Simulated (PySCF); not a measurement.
PySCF 2.14 output of an unrestricted TPSS calculation on a single atom or ion in dyall-acv3z (19s12p6d4f, 113 functions), with no relativity, point nucleus:

```
SCF conv_tol = 1e-09
number electrons alpha = 9  beta = 5
    J. Tao, J. P. Perdew, V. N. Staroverov, and G. E. Scuseria.,  Phys. Rev. Lett. 91, 146401 (2003)
    J. P. Perdew, J. Tao, V. N. Staroverov, and G. E. Scuseria.,  J. Chem. Phys. 120, 6898 (2004)
    J. Tao, J. P. Perdew, V. N. Staroverov, and G. E. Scuseria.,  Phys. Rev. Lett. 91, 146401 (2003)
    J. P. Perdew, J. Tao, V. N. Staroverov, and G. E. Scuseria.,  J. Chem. Phys. 120, 6898 (2004)
cycle= 1 E= -340.702751741205  delta_E= -0.00604  |g|= 0.0138  |ddm|= 0.0971
cycle= 2 E= -340.702762856753  delta_E= -1.11e-05  |g|= 0.00453  |ddm|= 0.00591
cycle= 3 E= -340.702764125438  delta_E= -1.27e-06  |g|= 0.000753  |ddm|= 0.000599
cycle= 4 E= -340.702764169391  delta_E= -4.4e-08  |g|= 4.13e-05  |ddm|= 0.000217
cycle= 5 E= -340.702764169944  delta_E= -5.53e-10  |g|= 6.87e-06  |ddm|= 4.23e-05
converged SCF energy = -340.702764169944  <S^2> = 6.0000177  2S+1 = 5.0000071
```

The run itself started from symmetry-adapted Hartree-Fock orbitals and held the occupation by maximum overlap, on a logarithmic radial grid, so the iterations belong to that start.

Which element, charge and spin multiplicity is this?

P+ (phosphorus, charge +1), multiplicity 5; the state was [Ne] 3s1 3p3, high-spin 5S determinant (an excited configuration).
